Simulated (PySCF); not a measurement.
Al2ClH2O, Al2H4NSi, Al2BH5N, Al2BH4O and others (calculated)

Calculation on a computer-drawn molecule: optimised geometry and harmonic frequencies of an isolated molecule of the commonest isotopes, restricted reference for singlets and unrestricted otherwise, frozen core in MP2. Program: PySCF 2.14.0.

Common to all runs: basis cc-pV(D+d)Z.

```json
{"entry": 1, "formula": "Al2ClH2O", "start_structure": {"atoms_angstrom": [["Al", -1.7009, 0.4513, -0.4514], ["O", -1.067, 1.803, -0.93], ["Al", -0.1883, 3.3372, -1.4363], ["Cl", -1.4766, 4.7916, -2.0978], ["H", -2.2935, -0.8876, 0.0149], ["H", 1.2564, 2.9665, -1.1234]]}, "given": {"charge": 1, "multiplicity": 1, "method": "HF", "drawn_bonds_atom": [1, 2, 3, 1, 3], "drawn_bonds_other_atom": [2, 3, 4, 5, 6], "drawn_bonds_order": [1, 1, 1, 1, 1]}, "results": {"optimised_atom_element": ["Al", "O", "Al", "Cl", "H", "H"], "optimised_atom_x [angstrom]": [-1.744, -0.9034, -0.1543, -1.525, -2.528, 1.384], "optimised_atom_y [angstrom]": [0.4176, 1.725, 3.217, 4.621, -0.8386, 3.32], "optimised_atom_z [angstrom]": [-0.4439, -0.8659, -1.371, -2.045, -0.03594, -1.262], "modes_frequency [cm^-1]": [68.13, 160.2, 257.9, 436.9, 442.1, 502.7, 504.2, 588.4, 690.6, 1165, 2137, 2180], "modes_reduced_mass [dalton]": [8.129, 3.512, 6.652, 1.19, 1.252, 15.14, 1.404, 3.513, 1.437, 13.9, 1.044, 1.053], "rotational_constants [GHz]": [10.49, 1.439, 1.266], "total_energy [hartree]": -1019.2926, "convergence_status_largest_gradient_component [hartree/bohr]": 3.385e-05}}
{"entry": 2, "formula": "Al2ClH2O", "start_structure": {"atoms_angstrom": [["Al", -1.7436, 0.4176, -0.4439], ["O", -0.9034, 1.725, -0.8659], ["Al", -0.1543, 3.2174, -1.3708], ["Cl", -1.5247, 4.621, -2.0451], ["H", -2.5283, -0.8386, -0.0359], ["H", 1.3844, 3.3196, -1.2624]]}, "given": {"charge": 1, "multiplicity": 1, "method": "MP2", "drawn_bonds_atom": [1, 2, 3, 1, 3], "drawn_bonds_other_atom": [2, 3, 4, 5, 6], "drawn_bonds_order": [1, 1, 1, 1, 1]}, "results": {"optimised_atom_element": ["Al", "O", "Al", "Cl", "H", "H"], "optimised_atom_x [angstrom]": [-1.755, -0.8967, -0.149, -1.524, -2.538, 1.393], "optimised_atom_y [angstrom]": [0.3972, 1.721, 3.248, 4.643, -0.8652, 3.318], "optimised_atom_z [angstrom]": [-0.4373, -0.8654, -1.382, -2.053, -0.02558, -1.26], "modes_frequency [cm^-1]": [54.57, 127.5, 228.7, 405.6, 407.0, 472.9, 473.9, 577.1, 660.1, 1102, 2101, 2128], "modes_reduced_mass [dalton]": [8.2, 4.115, 9.383, 1.194, 1.184, 14.17, 1.332, 2.746, 1.618, 14.01, 1.045, 1.052], "rotational_constants [GHz]": [10.38, 1.408, 1.24], "total_energy [hartree]": -1019.7149, "convergence_status_largest_gradient_component [hartree/bohr]": 1.459e-05}}
{"entry": 3, "formula": "Al2H4NSi", "start_structure": {"atoms_angstrom": [["Al", -0.3118, -3.2458, -1.2408], ["Al", 1.2057, -1.4092, -0.1933], ["N", 2.2451, -0.1655, 0.6577], ["Si", 3.1596, 0.8664, 1.2917], ["H", -1.1706, -4.5137, -1.545], ["H", -0.2263, -2.262, -2.5486], ["H", 4.6215, 0.9148, 1.2804], ["H", 2.691, 2.068, 2.1088]]}, "given": {"charge": 0, "multiplicity": 2, "method": "HF", "drawn_bonds_atom": [1, 2, 3, 1, 1, 4, 4], "drawn_bonds_other_atom": [2, 3, 4, 5, 6, 7, 8], "drawn_bonds_order": [1, 2, 1, 1, 1, 1, 1]}, "results": {"optimised_atom_element": ["Al", "Al", "N", "Si", "H", "H", "H", "H"], "optimised_atom_x [angstrom]": [-0.168, 1.811, 2.393, 2.987, -1.515, 0.09582, 4.025, 2.585], "optimised_atom_y [angstrom]": [-2.688, -2.045, -0.5257, 0.7797, -3.265, -2.956, 1.614, 1.338], "optimised_atom_z [angstrom]": [-1.53, 0.03394, 0.6846, 1.313, -0.9117, -3.076, 0.6807, 2.616], "modes_frequency [cm^-1]": [57.48, 83.36, 147.6, 160.7, 180.7, 278.1, 350.8, 508.6, 604.9, 726.1, 749.8, 821.0, 1089, 1366, 1937, 1939, 2346, 2353], "modes_reduced_mass [dalton]": [6.734, 1.882, 1.857, 1.024, 7.605, 10.22, 1.138, 1.265, 8.941, 1.183, 1.248, 1.071, 1.059, 13.96, 1.026, 1.059, 1.055, 1.029], "rotational_constants [GHz]": [16.79, 1.02, 0.9866], "total_energy [hartree]": -829.5204, "spin_squared": 0.823, "convergence_status_largest_gradient_component [hartree/bohr]": 3.405e-05}}
{"entry": 4, "formula": "Al2BH5N", "start_structure": {"atoms_angstrom": [["Al", -1.6771, 0.4054, -1.4122], ["B", 0.1796, -0.1587, -2.1137], ["N", 1.2206, -1.0719, -1.8398], ["Al", 1.0854, -2.3787, -0.4449], ["H", -2.7009, 1.5477, -1.9196], ["H", -2.0033, -0.6263, -0.2927], ["H", 2.1229, -1.1352, -2.3508], ["H", 2.3153, -3.2434, -0.3776], ["H", -0.2479, -2.3644, 0.3588]]}, "given": {"charge": 1, "multiplicity": 1, "method": "HF", "drawn_bonds_atom": [1, 2, 3, 1, 1, 3, 4, 4], "drawn_bonds_other_atom": [2, 3, 4, 5, 6, 7, 8, 9], "drawn_bonds_order": [1, 1, 1, 1, 1, 1, 1, 1]}, "results": {"optimised_atom_element": ["Al", "B", "N", "Al", "H", "H", "H", "H", "H"], "optimised_atom_x [angstrom]": [-2.016, -0.1115, 1.011, 1.5, -2.094, -2.974, 1.698, 2.91, 0.37], "optimised_atom_y [angstrom]": [0.6175, -0.5081, -1.196, -2.662, 1.75, 0.09905, -0.9209, -3.22, -2.986], "optimised_atom_z [angstrom]": [-1.459, -1.549, -1.576, -0.4511, -2.524, -0.3463, -2.271, -0.7839, 0.5678], "modes_frequency [cm^-1]": [75.59, 79.82, 149.6, 268.4, 291.3, 371.6, 504.6, 560.5, 562.6, 612.9, 638.4, 648.3, 766.7, 792.9, 1066, 1678, 2080, 2090, 2111, 2125, 3681], "modes_reduced_mass [dalton]": [1.123, 4.036, 1.232, 2.318, 3.232, 3.751, 1.312, 2.672, 1.163, 1.219, 3.069, 1.227, 1.055, 1.069, 1.146, 10.78, 1.018, 1.02, 1.068, 1.067, 1.075], "rotational_constants [GHz]": [19.02, 1.343, 1.255], "total_energy [hartree]": -565.6887, "convergence_status_largest_gradient_component [hartree/bohr]": 3.885e-05}}
{"entry": 5, "formula": "Al2BH4O", "start_structure": {"atoms_angstrom": [["Al", -3.7008, -2.2933, 1.2087], ["B", -2.5355, -0.3293, 0.8384], ["O", -1.9182, 0.6466, 0.6834], ["Al", -0.9635, 2.1811, 0.39], ["H", -5.1417, -2.1784, 1.3761], ["H", -2.8838, -3.62, 1.2989], ["H", 0.565, 1.9554, 0.4989], ["H", -1.8934, 3.3531, 0.0192]]}, "given": {"charge": 1, "multiplicity": 1, "method": "HF", "drawn_bonds_atom": [1, 2, 3, 1, 1, 4, 4], "drawn_bonds_other_atom": [2, 3, 4, 5, 6, 7, 8], "drawn_bonds_order": [1, 1, 1, 1, 1, 1, 1]}, "results": {"optimised_atom_element": ["Al", "B", "O", "Al", "H", "H", "H", "H"], "optimised_atom_x [angstrom]": [-3.681, -2.543, -1.915, -0.9768, -4.803, -3.159, 0.2342, -1.628], "optimised_atom_y [angstrom]": [-2.299, -0.4207, 0.615, 2.161, -2.11, -3.477, 2.259, 2.986], "optimised_atom_z [angstrom]": [1.224, 0.863, 0.664, 0.3672, 2.284, 0.3544, 1.328, -0.771], "modes_frequency [cm^-1]": [38.93, 72.36, 77.83, 271.6, 295.0, 305.3, 540.7, 568.7, 570.9, 611.4, 639.8, 762.4, 786.4, 1886, 2088, 2111, 2121, 2147], "modes_reduced_mass [dalton]": [1.008, 4.823, 5.683, 2.631, 5.253, 9.97, 1.62, 1.231, 15.31, 1.208, 1.16, 1.052, 1.066, 12.06, 1.018, 1.018, 1.069, 1.071], "rotational_constants [GHz]": [60.06, 1.164, 1.164], "total_energy [hartree]": -585.5661, "convergence_status_largest_gradient_component [hartree/bohr]": 1.588e-05}}
{"entry": 6, "formula": "AlB2ClH3", "start_structure": {"atoms_angstrom": [["Al", 0.8306, -0.2188, 0.6412], ["B", -0.3297, -0.5961, -1.3697], ["B", -1.81, -0.5779, -1.5124], ["Cl", -3.4194, -0.5166, -1.5145], ["H", 0.0086, 0.132, 1.8737], ["H", 2.3314, -0.333, 0.5685], ["H", 0.6049, -0.8167, -2.0147]]}, "given": {"charge": 1, "multiplicity": 1, "method": "HF", "drawn_bonds_atom": [1, 2, 3, 1, 1, 2], "drawn_bonds_other_atom": [2, 3, 4, 5, 6, 7], "drawn_bonds_order": [1, 1, 1, 1, 1, 1]}, "results": {"optimised_atom_element": ["Al", "B", "B", "Cl", "H", "H", "H"], "optimised_atom_x [angstrom]": [0.8656, -0.2214, -1.806, -3.339, 0.7234, 1.663, 0.3302], "optimised_atom_y [angstrom]": [-0.2691, -0.2467, -0.7562, -1.271, 1.038, -1.585, 0.1624], "optimised_atom_z [angstrom]": [0.6966, -1.215, -1.488, -1.65, 1.545, 0.9796, -2.196], "modes_frequency [cm^-1]": [83.42, 116.1, 288.8, 332.4, 337.2, 433.5, 617.8, 667.5, 701.5, 779.7, 866.4, 1316, 2048, 2072, 2744], "modes_reduced_mass [dalton]": [7.585, 1.154, 2.93, 1.104, 8.263, 2.564, 1.478, 4.26, 1.771, 1.075, 1.394, 10.28, 1.019, 1.065, 1.089], "rotational_constants [GHz]": [20.12, 1.236, 1.187], "total_energy [hartree]": -752.2353, "convergence_status_largest_gradient_component [hartree/bohr]": 1.826e-05}}
```
